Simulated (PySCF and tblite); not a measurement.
Results of a calculation; reference values are marked as such.
C₆H₁₁Cl, numbered as in [Cl:1][CH:2]1[CH2:3][CH2:4][CH2:5][CH2:6][CH2:7]1.

Level: PBE0-D3(BJ)/def2-TZVP//PBE0-D3(BJ)/def2-SVP, thermal terms from GFN2-xTB, symmetry numbers and mirror pairs counted. Conformers within 4 kcal/mol (GFN2-xTB free energy) were kept, 5 at most. Run with PySCF (density fitting) and tblite.

Rotational constants are equilibrium values for the commonest isotopes; dipoles come from the energy level named.

The 6-ring runs over atoms 2–3–4–5–6–7.

```json
{"conformer": "1", "shape": "6-ring chair (all substituents equatorial)", "symmetry": "Cs"}
{"conformer": "2", "shape": "6-ring chair (Cl1 axial)", "symmetry": "Cs"}
```

(1) Give the rotational constants and dipole components, as needed to look for these species in a jet-cooled rotational spectrum.

(2) Which type of transition is strongest for conformer 1?

## Answers

(1) 
```csv
conformer,A (MHz),B (MHz),C (MHz),abs μa (D),abs μb (D),abs μc (D),κ,Ic−Ia−Ib (u Å²)
1,4315,1400,1130,2.39,0.00,0.35,-0.83,-30.9
2,3217,1776,1525,1.66,0.00,1.29,-0.70,-110.3
```

(2) a-type, since that component is clearly the largest; the top is near-prolate.
